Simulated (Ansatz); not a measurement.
The cluster As5O6⁺, relaxed as a triplet with UKS PBE-D4/def2-SVP in Ansatz, starting from the PBE-D4/def2-SVP geometry of the charge +1 singlet. Force threshold 0.03 eV/Å.

The relaxation made no stability test and no search for a lower SCF solution. At PBE-D4/def2-SVP a singlet of charge 1 lies 0.92 eV below the triplet, each at its own geometry. The structure comes from a short search, and lower isomers may exist.

Start:

```csv
atom,x (Å),y (Å),z (Å)
As1,-1.2112,-1.6486,-1.9558
As2,-1.8275,-0.1165,0.9869
As3,1.9155,-0.3220,-1.0494
As4,0.5006,2.1970,0.4713
As5,1.4067,-0.6874,1.5230
O6,1.2764,1.1096,1.7063
O7,-1.1791,1.4714,0.5063
O8,-2.1515,-0.7919,-0.7912
O9,-0.3538,-1.1240,1.2363
O10,0.4640,-1.3878,-1.6451
O11,1.1600,1.3003,-0.9888
```

```
         step   energy (eV)  largest force component (eV/Å)  SCF passes
            1  -316380.9866                           4.250          32
            2  -316381.5335                           2.324          29
            3  -316381.7631                           0.450          31
            4  -316381.8012                           0.114          28
            5  -316381.8070                           0.122          24
            6  -316381.8109                           0.056          23
            7  -316381.8137                           0.156          23
            8  -316381.8215                           0.376          28
            9  -316381.8338                           0.179          23
           10  -316381.8698                           0.168          28
11 (rejected)  -316381.8661                           0.961          28
           12  -316381.8884                           0.115          25
           13  -316381.8978                           0.248          24
           14  -316381.8993                           0.135          23
           15  -316381.9016                           0.072          23
           16  -316381.9024                           0.012          23
```

Force components are those of the run's own axes.

End:

```xyz
11

As   -1.2630   -0.9900   -2.1871
As   -1.8785   -0.2233    0.9830
As    1.8544   -0.4596   -1.0705
As    0.4469    2.1427    0.3328
As    1.3790   -0.5991    1.6898
O     1.2734    1.1838    1.6834
O    -1.1447    1.3177    0.3355
O    -2.0814   -1.0862   -0.5715
O    -0.3001   -1.0984    1.5043
O     0.4789   -1.3984   -1.6387
O     1.2351    1.2109   -1.0609
```

By distances, no bond broke or formed. The bond that changes most is As3–As5, from 2.65 to 2.80 Å (atoms count from 1).

No frequencies were taken in this run, so the end may be a saddle point.

Hardware: 4 threads of Arm Neoverse V2 on a shared host. Wall time 2.1 min, peak host memory 0.63 GiB.
